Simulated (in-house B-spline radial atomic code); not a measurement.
Tl²⁺. Computed with a B-spline radial atomic code. Model: non-relativistic spherical atom: semilocal Troullier-Martins pseudo-atom, one channel per l, against all electrons, high spin, G0W0 and RPA with empty states to l = 8, local potential for every l without a channel, a model core (radius 0 = none) keeps its share of the functional.

The core holds an angular momentum without a channel of its own, so the local potential lets valence electrons into it.

Without relativity these are model numbers for so heavy an element.

What the tables leave out is listed at the end.

The pseudopotential gives back the lowest level of each angular momentum of its own functional in the configuration it was made in; a second state of the same l is only approximately right. Exact exchange, RPA and GW see the smooth pseudo-orbitals and miss the exchange with the core, for which the functional's share stands in. The column with an uncorrelated core keeps all orbitals and exact exchange, and so separates missing core correlation from pseudisation. Only the three outermost levels and the lowest empty one were computed. RPA here is direct RPA, with no exchange kernel, and its energies carry an (l + 1/2)⁻⁴ tail. A hybrid on a potential with a model core restores only its own semilocal share of the core's exchange.

Command:
```bash
python run_psgw.py task.json out
```
Settings (lengths in bohr, energies in hartree):
```
Z                      81
electrons              79
configuration          [Xe] 4f14 5d10 6s1
generated_in           [Xe] 4f14 5d10 6s1
functional             lda,vwn
core_shells            12
radius_factor          1
core_correction        False
ion_configuration      [Xe] 4f14 5d10
```

Run time, properties included: 49 s on 1 thread of Arm Neoverse V2, with other jobs on the host.

Given: made with LDA VWN5; model core radius 0 bohr; local radius 1.325 bohr; mean-field start LDA VWN5.

Valence shells of the generating configuration: 5d, 6s.

Channel: s 2.218, p 2.587, d 1.102 (radii in bohr).

Computed: largest level miss in the spin-unpolarised generating configuration 0 eV; valence RPA correlation energy all-electron orbitals -0.56942 hartree; all-electron RPA polarisability, core included 13.595 bohr³; pseudo-atom RPA polarisability 13.655 bohr³; ionisation by mean-field all-electron 26.853 eV; ionisation by mean-field pseudo minus all 0 eV; ionisation by RPA pseudo minus all 1.147 eV.

| level | occupied | mean-field all-electron (eV) | mean-field pseudo minus all (eV) | G0W0 all-electron (eV) | G0W0 uncorrelated core minus all (eV) | G0W0 pseudo minus all (eV) | exchange self-energy all-electron (eV) | exchange self-energy pseudo (eV) |
| --- | --- | --- | --- | --- | --- | --- | --- | --- |
| 6s up | 1 | -22.752 | -0.017 | -26.758 | 0.112 | -0.713 | -14.494 | -12.671 |
| 5d down | 1 | -35.077 | 0.024 | -42.227 | -0.272 | 2.746 | -39.055 | -23.07 |
| 5d up | ? | ? | ? | ? | ? | ? | ? | ? |
| 6s down (empty) | 0 | -21.875 | 0.024 | -17.919 | 0.117 | -0.732 | -4.758 | -2.9637 |

What belongs in the row 5d up?

occupied: 1; mean-field all-electron (eV): -35.311; mean-field pseudo minus all (eV): -0.017; G0W0 all-electron (eV): -42.498; G0W0 uncorrelated core minus all (eV): -0.275; G0W0 pseudo minus all (eV): 2.546; exchange self-energy all-electron (eV): -39.132; exchange self-energy pseudo (eV): -23.501.

What is the ionisation by RPA all-electron?

26.553 eV.

What is the valence RPA correlation energy pseudo?

-0.98756 hartree.

Given: mean-field start PBE0.

Computed: valence RPA correlation energy pseudo -0.95146 hartree; all-electron RPA polarisability, core included 12.563 bohr³; ionisation by mean-field all-electron 26.099 eV; ionisation by mean-field pseudo minus all 0.416 eV; ionisation by RPA all-electron 26.414 eV; ionisation by RPA pseudo minus all 1.187 eV.

| level | occupied | mean-field all-electron (eV) | mean-field pseudo minus all (eV) | G0W0 all-electron (eV) | G0W0 uncorrelated core minus all (eV) | G0W0 pseudo minus all (eV) | exchange self-energy all-electron (eV) | exchange self-energy pseudo (eV) |
| --- | --- | --- | --- | --- | --- | --- | --- | --- |
| 6s up | 1 | -23.11 | -0.407 | -26.55 | 0.113 | -0.877 | -14.164 | -12.696 |
| 5d down | 1 | -37.084 | 0.783 | -42.333 | -0.271 | 2.714 | -39.22 | -23.091 |
| 6s down (empty) | 0 | -20.021 | -0.328 | -17.698 | 0.116 | -0.794 | -4.3813 | -2.8799 |

What is the valence RPA correlation energy all-electron orbitals?

-0.53647 hartree.

What is the pseudo-atom RPA polarisability?

12.4 bohr³.

Given: mean-field start Hartree-Fock.

Computed: valence RPA correlation energy all-electron orbitals -0.46213 hartree; valence RPA correlation energy pseudo -0.85461 hartree; pseudo-atom RPA polarisability 10.187 bohr³; ionisation by mean-field all-electron 24.529 eV; ionisation by RPA all-electron 26.07 eV; ionisation by RPA pseudo minus all 1.278 eV.

```csv
level,occupied,mean-field all-electron (eV),mean-field pseudo minus all (eV),G0W0 all-electron (eV),G0W0 uncorrelated core minus all (eV),G0W0 pseudo minus all (eV),exchange self-energy all-electron (eV),exchange self-energy pseudo (eV)
6s up,1,-24.666,-1.195,-26.204,0.109,-1.377,-13.376,-12.671
5d down,1,-42.703,3.868,-42.819,-0.226,2.151,-39.389,-22.821
5d up,?,?,?,?,?,?,?,?
6s down (empty),0,-15.476,-0.875,-17.271,0.097,-1.117,-3.3153,-2.5395
```

What belongs in the row 5d up?

occupied: 1; mean-field all-electron (eV): -42.917; mean-field pseudo minus all (eV): 3.608; G0W0 all-electron (eV): -42.996; G0W0 uncorrelated core minus all (eV): -0.22; G0W0 pseudo minus all (eV): 1.954; exchange self-energy all-electron (eV): -39.306; exchange self-energy pseudo (eV): -23.17.

What is the all-electron RPA polarisability, core included?

10.354 bohr³.

What is the ionisation by mean-field pseudo minus all?

1.174 eV.

Among the listed levels the largest G0W0 shift of the pseudo-atom is +2.75 eV, for 5d down on the LDA VWN5 start, while leaving the core uncorrelated moves that level by -0.27 eV. So pseudisation and the lost core exchange, not the missing core correlation, make the error. Not in the tables (levels of low weight, unsolved or above zero; the highest and the empty levels are kept at any weight): on PBE0 the G0W0 levels 5d up (pseudo minus all +3.02 eV, weights 0.46 and 0.81).
